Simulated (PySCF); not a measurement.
Species: 3-fluorobenzoic acid, C₇H₅FO₂.
SMILES: `Fc1cc(C(O)=O)ccc1`

Vertical excitations from PySCF (density fitting, frozen core in the response, grid level 2 and gas phase unless stated; continuum runs use non-equilibrium linear response for the excitations) on a GFN2-xTB geometry. Reference run:

| settings | S1, eV (f) | S2, eV (f) | S3, eV (f) | S4, eV (f) | S5, eV (f) | S6, eV (f) | T1, eV (Tamm–Dancoff) | mean α (au) |
| --- | --- | --- | --- | --- | --- | --- | --- | --- |
| PBE0/def2-SVPD, full TDDFT, 6 singlets | 4.89 (0.045) | 4.91 (0.000) | 5.61 (0.181) | 6.61 (0.330) | 6.73 (0.000) | 6.86 (0.299) | 3.75 | 87.2 |

Question: What do these settings give: OPBE/3-21G, TDA, 6 singlets?

Answer: 
```json
{"settings": "OPBE/3-21G, TDA, 6 singlets", "S1, eV (f)": "4.31 (0.000)", "S2, eV (f)": "4.80 (0.045)", "S3, eV (f)": "5.31 (0.000)", "S4, eV (f)": "5.83 (0.145)", "S5, eV (f)": "6.08 (0.036)", "S6, eV (f)": "6.44 (0.000)", "T1, eV (Tamm–Dancoff)": "3.81", "mean α (au)": "66.6"}
```

S1 moves by -0.58 eV; functional, basis and response scheme change together, so the shift can't be laid on one. States are counted by energy in each run and needn't keep their character from row to row.

Question: Give the leading configurations of S1 (H = HOMO, L = LUMO) and the HOMO–LUMO gap of each run.

Answer: 
| settings | S1 configurations (weight) | S1 (eV) | orbital gap (eV) | S1 − gap (eV) |
| --- | --- | --- | --- | --- |
| PBE0/def2-SVPD, full TDDFT, 6 singlets | H→L 0.81, H−1→L+1 0.10 | 4.89 | 5.83 | -0.94 |
| OPBE/3-21G, TDA, 6 singlets | H−1→L 0.98 | 4.31 | 4.16 | +0.15 |

Where S1 or the frontier orbitals are degenerate, the weights hang on an arbitrary mixing within the set.

The values belong to the conformer `[O:1]=[C:2]([OH:3])[c:4]1[cH:5][cH:6][cH:7][c:8]([F:9])[cH:10]1`: O1–C2–C4–C5 0°, H–O3–C2–O1 0°.
